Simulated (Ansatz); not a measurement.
`CCO[SiH2]C` + BH₃ → `B[SiH2]OCC` + CH₄  (formal exchange of groups at the Si–C bond)

Gas-phase electronic energies from Ansatz, PBE0-D4/def2-TZVP geometries. CBS: MP2 limit from def2 TZ/QZ plus the TZ coupled-cluster correction, frozen cores. This one scheme is used for every species. Functionals use def2-TZVPP. One conformer a species, not always the lowest.

CCSD(T)/CBS gives +5.2 kcal/mol.

Question: Another level gave +3.4 kcal/mol. Which?
A. RPA@PBE/def2-TZVPP
B. PBE0-D4/def2-TZVPP
C. HF/def2-TZVPP
D. LDA (SPW92)/def2-TZVPP

Answer: B. PBE0-D4 3.4, RPA@PBE/def2-TZVPP 5.6, HF/def2-TZVPP 6.9, LDA (SPW92) 2.0 kcal/mol.

Largest T1 diagnostic among the species: 0.011.

From r2SCAN to r2SCAN0 (25 % exact exchange), in def2-TZVPP and without D4, ΔE moves by +0.8 kcal/mol. Leaving LDA and LC-ωPBE aside and taking each functional with its dispersion term where it has one, the values, not all of them listed here, spread over 3.8 kcal/mol, from PBE-D4 to ωB97M-V. At CCSD(T), def2-SVP lies −1.5 kcal/mol from the extrapolated value and def2-TZVPP −0.0 kcal/mol.

CCSD(T)/CBS has its own doubt, a few kJ/mol and more with outer-core shells, so smaller differences from it don't rank the levels.
